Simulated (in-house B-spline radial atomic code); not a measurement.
Checks on a self-consistent run for Ho2+, [Ar] 3d10 4s2 (4p1/2)1 (4p3/2)4 4d10 4f11 5s2 5p6 6s1. Method: Dirac-Hartree-Fock, average of the jj configuration, Fermi nucleus of rms radius 5.2022 fm. Calculated with a radial B-spline atomic code at the basis-set limit.

| orbital | q | ε (Eh) | <1/r> | <r²> | small-component weight |
| --- | --- | --- | --- | --- | --- |
| 1s1/2 | 2 | -2057.58068 | 76.0381 | 0.00058805 | 0.06274 |
| 2s1/2 | 2 | -349.70126 | 18.2719 | 0.00909464 | 0.014003 |
| 2p1/2 | 2 | -332.08266 | 18.2008 | 0.00659693 | 0.014007 |
| 2p3/2 | 4 | -300.54097 | 15.879 | 0.00781132 | 0.012903 |
| 3s1/2 | 2 | -80.90488 | 6.69958 | 0.0598733 | 0.0045179 |
| 3p1/2 | 2 | -73.16381 | 6.59323 | 0.0558215 | 0.0044335 |
| 3p3/2 | 4 | -66.50359 | 6.0139 | 0.0624349 | 0.0041395 |
| 3d3/2 | 4 | -53.49474 | 5.88018 | 0.0494655 | 0.0039971 |
| 3d5/2 | 6 | -52.06084 | 5.73522 | 0.0513625 | 0.0039084 |
| 4s1/2 | 2 | -17.59383 | 2.77833 | 0.3031 | 0.0014195 |
| 4p1/2 | 1 | -14.66781 | 2.6627 | 0.322048 | 0.0013348 |
| 4p3/2 | 4 | -13.05536 | 2.47853 | 0.3533 | 0.0012381 |
| 4d3/2 | 4 | -7.79999 | 2.24968 | 0.403866 | 0.0010541 |
| 4d5/2 | 6 | -7.64698 | 2.20622 | 0.415754 | 0.001029 |
| 4f5/2 | 4.7143 | -1.45086 | 1.70902 | 0.719045 | 0.00065844 |
| 4f7/2 | 6.2857 | -1.44876 | 1.69672 | 0.726091 | 0.00065117 |
| 5s1/2 | 2 | -3.05891 | 1.04062 | 1.81511 | 0.00028392 |
| 5p1/2 | 2 | -2.07329 | 0.936847 | 2.26083 | 0.00024096 |
| 5p3/2 | 4 | -1.87302 | 0.862724 | 2.54831 | 0.00020518 |
| 6s1/2 | 1 | -0.70335 | 0.374363 | 12.3873 | 4.2833e-05 |

Electron-electron repulsion V_ee = 4612.8526 hartree.

What total energy follows from the eigenvalues?

The eigenvalues count the repulsion twice, so E = Σqε - V_ee = -7994.954 - 4612.853 = -12607.806 hartree; the run printed -12607.806.

Does the Dirac virial theorem hold?

For a point nucleus E = -2c²Σq·w, with w the small-component weight. Here Σq·w = 0.33564 and c = 137.0360, so the ratio E/(-2c²Σq·w) is 1.000164; the finite nucleus accounts for the departure from 1.

What diamagnetic shielding (Lamb formula) and susceptibility (Langevin formula) do the radii give?

σ = (α²/3)Σq<1/r> = 463.982/(3·137.036²) = 8235.9 ppm, and χ = -0.79199×10⁻⁶·Σq<r²> = -36.58×10⁻⁶ cm³/mol with Σq<r²> = 46.189 bohr². Both are non-relativistic formulas without the paramagnetism of open shells; for so heavy an element the full relativistic shielding is larger by tens of per cent.
